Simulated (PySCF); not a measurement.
Computed shifts of a molecule C3H3F3, PBE/pcSseg-1 (PySCF), GIAO, gas phase, atoms alike by connectivity averaged where their shifts nearly agree, in ppm (number of nuclei): ¹⁹F: -132.4 (1), -150.5 (2). ¹³C: 162.2 (1), 117.8 (1), 114.8 (1). ¹H: 7.12 (1), 7.04 (1), 5.37 (1). References: ¹⁹F against CFCl3 (σ = 133.6 ppm); ¹³C against TMS (σ = 182.0 ppm); ¹H against TMS (σ = 31.49 ppm), references at their B3LYP-D3(BJ)/def2-TZVP geometries, non-relativistic. Coordinates come from a PBE0-D3(BJ)/def2-SVP optimisation. Other conformers were not sampled.

Q: Identify the compound among the candidates.
A) F[C@H]1[C@H](F)[C@H]1F
B) C=CC(F)(F)F
C) C=C(F)C(F)F
D) F/C=C\C(F)F

A: D, F/C=C\C(F)F
